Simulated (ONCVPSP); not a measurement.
What one change does to a pseudopotential (N (Z = 7), ONCV)

N (Z = 7), optimised norm-conserving Vanderbilt (ONCV), made with ONCVPSP 4.0.1 (PBEsol, scalar-relativistic). Core [He], reference 2s2 2p2.5 (charge +0.5). Waves: 2s: rc 1.00 bohr, ncon 3, nbas 7, qcut 5.9 1/bohr, 3 projectors, debl 2.3 Ha; 2p: rc 1.85 bohr, ncon 4, nbas 9, qcut 8.7 1/bohr, 2 projectors, debl 2.2 Ha. Local part: polynomial inside 0.75 bohr (lpopt 5, dvloc0 3 Ha). Core correction: polynomial model core, fcfact 0.6.

Change: s: rc 0.86.

Cutoffs: the cutoffs (Ha) at which the residual kinetic energy of the hardest occupied pseudo-wave falls to 1 and 0.1 mHa per electron; they do not see the model core or the augmentation charge, which bear on the density cutoff. Errors are all-electron minus pseudo energies relative to the spin-unpolarised reference configuration.

**Question.** What does the change do?

**Answer.** The potential gets harder (60 Ha and 142 Ha → 97 Ha and 193 Ha); a bound ghost appears in s, which as a rule spoils a file; the errors of the 4 common tests hardly move. A smaller radius makes the pseudo-wave follow the all-electron one further in, where it bends more sharply, so more plane waves are needed.

| quantity | base | changed |
| --- | --- | --- |
| cutoff, loose | 60 Ha | 97 Ha |
| cutoff, tight | 142 Ha | 193 Ha |
| loose cutoff by channel | s 60 Ha, p 22 Ha | s 97 Ha, p 22 Ha |
| bound ghosts | none | s |
| GHOST(+) flags under 300 eV | none | none |
| error for 2s2 2p3, meV [ΔE -5.06 eV] | +5.0 | +4.8 |
| error for 2s2 2p2, meV [ΔE 8.46 eV] | +11 | +10 |
| error for 2s2 2p1, meV [ΔE 37.20 eV] | +187 | +180 |
| error for 2s1 2p0, meV [ΔE 161.60 eV] | +1401 | +1404 |
| p: phases at 1.88 bohr within 0.05 rad from the reference energy up to (Ha; the scan ends near 5) | to the end of the scan | to the end of the scan |
| rms error of d²Exc/dni dnj with the model core, mHa | 1.65 | 1.58 |

 A true bound ghost makes a file unfit for plane-wave use even where its test errors are small: the radial tests pick states by their node count and pass the ghost by.
